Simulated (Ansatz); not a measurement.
One change: `[Br][GeH2][Br]` becomes `[Br][GeH]([Br])[Br]`.

Ansatz, PBE0-D4/def2-TZVP geometries, multiplicity 1. 

Scalar relativity is left out up to krypton.

| property | `[Br][GeH2][Br]` |
| --- | --- |
| LUMO energy (B3LYP/def2-TZVPP) / eV | -1.57 |
| ideal-gas entropy at 298 K and 1 bar (rigid rotor, harmonic PBE0-D4/def2-TZVP) / J/(mol·K) | 324 |
| HOMO–LUMO gap (B3LYP/def2-TZVPP) / eV | 6.67 |
| LUMO energy (ωB97M-V/def2-TZVPP) / eV | 0.66 |
| HOMO–LUMO gap (ωB97M-V/def2-TZVPP) / eV | 11.35 |
| size of the dipole moment (PBE/def2-TZVPP) / D | 1.59 |

(1) Give the same properties after the change, and the shifts. (An estimate is asked.)

Answers

(1) Ansatz gave: 
| property | `[Br][GeH]([Br])[Br]` | shift |
| --- | --- | --- |
| LUMO energy (B3LYP/def2-TZVPP) / eV | -2.36 | -0.79 |
| ideal-gas entropy at 298 K and 1 bar (rigid rotor, harmonic PBE0-D4/def2-TZVP) / J/(mol·K) | 365 | 41 |
| HOMO–LUMO gap (B3LYP/def2-TZVPP) / eV | 5.97 | -0.70 |
| LUMO energy (ωB97M-V/def2-TZVPP) / eV | -0.12 | -0.78 |
| HOMO–LUMO gap (ωB97M-V/def2-TZVPP) / eV | 10.69 | -0.66 |
| size of the dipole moment (PBE/def2-TZVPP) / D | 1.05 | -0.54 |

With PBE0 the HOMO falls by 0.09 eV and the LUMO falls by 0.79 eV, so the gap narrows by about 0.70 eV. PBE moves the HOMO by -0.09 eV and ωB97M-V by -0.12 eV. Dipoles are sizes alone; their direction can turn.

B3LYP here is the variant with VWN-RPA as its local correlation; programs differ in this.

Spin–orbit coupling is left out; it splits and shifts lone-pair levels of the heavy atoms by tenths of an eV.
